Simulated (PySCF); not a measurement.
SMILES CC(C)[Si](C)(O)O (GFN2-xTB optimised geometry):

```
19

C     -0.864    -1.869    -1.653
C     -1.195    -0.378    -1.576
C     -0.695     0.326    -2.837
Si    -0.479     0.449     0.000
C     -1.190    -0.384     1.556
O      1.148     0.449     0.000
O     -0.743     2.056     0.000
H     -1.246    -2.399    -0.783
H     -1.306    -2.314    -2.544
H      0.213    -2.021    -1.703
H     -2.287    -0.291    -1.563
H     -0.957     1.381    -2.817
H     -1.129    -0.122    -3.730
H      0.388     0.252    -2.908
H     -2.276    -0.402     1.554
H     -0.852    -1.410     1.660
H     -0.874     0.152     2.446
H      1.625    -0.373    -0.048
H     -1.625     2.399     0.102
```

Calculation: PySCF with PBE0/def2-SVP.

### Question
What are the frontier orbital energies and the dipole moment?

### Answer
HOMO-2 -8.87 eV, HOMO-1 -8.75 eV, HOMO -7.29 eV, LUMO 1.13 eV, LUMO+1 1.68 eV; dipole moment 2.27 D.

On the same geometry PBE/def2-SVP in PySCF gives HOMO-2 -7.15 eV, HOMO-1 -7.01 eV, HOMO -5.89 eV, LUMO 0.25 eV, LUMO+1 0.77 eV; dipole moment 2.06 D.

Meta-Löwdin charges at PBE0/def2-SVP: C1 -0.29, C2 -0.31, C3 -0.29, Si4 1.25, C5 -0.59, O6 -0.71, O7 -0.71, H8 0.09, H9 0.10, H10 0.08, H11 0.09, H12 0.10, H13 0.09, H14 0.09, H15 0.11, H16 0.11, H17 0.12, H18 0.33, H19 0.33.
